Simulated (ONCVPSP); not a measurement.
# Configuration tests for Lu (Z = 71) (ONCV)

lutetium (Lu), optimised norm-conserving Vanderbilt (ONCV), made with ONCVPSP 4.0.1 (PBEsol, scalar-relativistic). Core [Kr] 4d10, reference 4f14 5s2 5p6 5d1 6s1.5 (charge +0.5). Waves: 5s+6s: rc 1.65 bohr, ncon 4, nbas 8, qcut 8.5 1/bohr, 2 projectors; 5p: rc 1.95 bohr, ncon 4, nbas 7, qcut 6.7 1/bohr, 2 projectors, debl 1.7 Ha; 5d: rc 3.00 bohr, ncon 5, nbas 10, qcut 4.4 1/bohr, 2 projectors, debl 2 Ha; 4f: rc 0.80 bohr, ncon 4, nbas 9, qcut 25 1/bohr, 3 projectors, debl 0.4 Ha. Local part: polynomial inside 0.75 bohr (lpopt 5, dvloc0 -1 Ha). Core correction: Teter function, fcfact 3, rcfact 1.45.

In the f channel the program set the typed energies aside and used -0.472, 0.250, 0.650 Ha.

Energies are relative to the spin-unpolarised reference configuration 4f14 5s2 5p6 5d1 6s1.5; without spin polarisation the order of configurations can differ from experiment.

| valence configuration | charge | ΔE all-electron (eV) | error AE − PS (meV) |
| --- | --- | --- | --- |
| 4f14 5s2 5p6 5d1 6s1 | +1 | 4.391 | -1.1 |
| 4f14 5s1 5p6 5d1 6s2 | +1 | 64.116 | -104 |

Question: What are ΔE and the potential's error for 4f14 5s2 5p6 5d1 6s0?

Answer: ΔE = 17.612 eV all-electron; the error (AE − PS) is -6.0 meV.

Question: What are ΔE and the potential's error for 4f14 5s2 5p6 5d1 6s2?

Answer: ΔE = -3.000 eV all-electron; the error (AE − PS) is +0.7 meV.

Levels in the configuration 4f14 5s2 5p6 5d1 6s2:

```csv
level,all-electron (eV),pseudo (eV)
4f,-9.652,-9.642
5s,-61.086,-61.079
5p,-31.679,-31.674
5d,-1.768,-1.767
6s,-4.676,-4.676
```

Note: ghosts flagged at negative energy: s at -578.4 eV, p at -59.3 eV; GHOST(+) flagged for d at 63.3 eV. A true bound ghost makes a file unfit for plane-wave use.
